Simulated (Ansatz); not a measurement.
C3H4O2Si, SMILES C1(=O)O[SiH2]C=C1.

Coordinates come from a PBE0-D3(BJ)/def2-SVP optimisation. This is a generated structure with no PubChem entry under its InChIKey; it may be hypothetical.

Two levels are set side by side: PBE/def2-SVPD (Ansatz, a program for electronic structure) and PBE0/def2-SVPD (Ansatz). Energy differences of separate SCF runs at the same geometry; the states with an electron removed or added have multiplicity 2 and 2. Differences are taken from unrounded values.

| quantity | PBE |
|---|---|
| vertical ionisation energy (eV) | 10.19 |
| vertical singlet–triplet gap (eV) | 3.85 |

These are the PBE values. What does PBE0 give? (An estimate is asked for; the answer gives what the named calculation found.)


```tsv
quantity	PBE0	PBE minus PBE0
vertical ionisation energy (eV)	10.43	-0.25
vertical singlet–triplet gap (eV)	3.83	0.02
```
